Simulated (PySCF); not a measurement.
**Exercise with solution: oscillator strength and radiative lifetime**

C2H6Si, SMILES C1C[SiH2]1.

Geometry optimised at B3LYP-D3(BJ)/def2-TZVP.

TDA-PBE/def2-SVPD in PySCF puts the first singlet state with f over 0.02 at 6.24 eV (vertical), with the transition dipole (0.000, 0.000, 1.104) in atomic units.

Task: Find the oscillator strength, the wavelength and the radiative lifetime that this transition would have in vacuum if emission retraced absorption.

Result: 
|μ|² = 1.2188 au, so |μ| = 2.81 D. ΔE = 6.24/27.211 = 0.2293 hartree. f = (2/3) ΔE |μ|² = 0.186 (the program prints 0.186).
λ = 1239.84/6.24 = 199 nm; ν = 50329 cm⁻¹.
Einstein's coefficient A = 0.6670 ν² f s⁻¹ (ν in cm⁻¹) = 3.1e8 s⁻¹, so τ = 1/A = 3.2 ns. This state is S2; the lower singlet has f = 0.002. The figure is the radiative limit of this one transition; relaxation, internal conversion, crossing to triplets and a medium change what is measured.
